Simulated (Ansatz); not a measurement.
One change: `B[SiH](Cl)Br` becomes `B[SiH](Br)N=C`.

Ansatz, PBE0-D4/def2-TZVP geometries, multiplicity 1. Each molecule was computed in one conformer, which needn't be the lowest. `B[SiH](Cl)Br` holds a close contact that its SMILES doesn't draw: Br···B 2.50 Å. `B[SiH](Br)N=C` holds a close contact that its SMILES doesn't draw: Br···B 2.40 Å.

Scalar relativity is left out up to krypton. Spin–orbit coupling is left out; it splits and shifts lone-pair levels of the heavy atoms by tenths of an eV.

```csv
property,`B[SiH](Cl)Br`
zero-point energy (PBE0-D4/def2-TZVP) / kJ/mol,85.4
"ideal-gas entropy at 298 K and 1 bar (rigid rotor, harmonic PBE0-D4/def2-TZVP) / J/(mol·K)",341
HOMO–LUMO gap (PBE0/def2-TZVPP) / eV,6.52
LUMO energy (B3LYP/def2-TZVPP) / eV,-1.82
size of the dipole moment (PBE/def2-TZVPP) / D,0.90
HOMO energy (PBE0/def2-TZVPP) / eV,-8.15
```

Task: What does the change do to each property? (Estimate.)

Result: Ansatz gave: 
| property | `B[SiH](Br)N=C` | shift |
| --- | --- | --- |
| zero-point energy (PBE0-D4/def2-TZVP) / kJ/mol | 162.8 | 77.4 |
| ideal-gas entropy at 298 K and 1 bar (rigid rotor, harmonic PBE0-D4/def2-TZVP) / J/(mol·K) | 361 | 20 |
| HOMO–LUMO gap (PBE0/def2-TZVPP) / eV | 6.18 | -0.34 |
| LUMO energy (B3LYP/def2-TZVPP) / eV | -1.76 | 0.06 |
| size of the dipole moment (PBE/def2-TZVPP) / D | 2.05 | 1.15 |
| HOMO energy (PBE0/def2-TZVPP) / eV | -7.71 | 0.44 |

With PBE0 the HOMO rises by 0.44 eV and the LUMO rises by 0.11 eV, so the gap narrows by about 0.33 eV. PBE moves the HOMO by 0.61 eV and ωB97M-V by 0.34 eV. The zero-point energy changes by 77.4 kJ/mol with +9 modes. Dipoles are sizes alone; their direction can turn.

B3LYP here is the variant with VWN-RPA as its local correlation; programs differ in this.
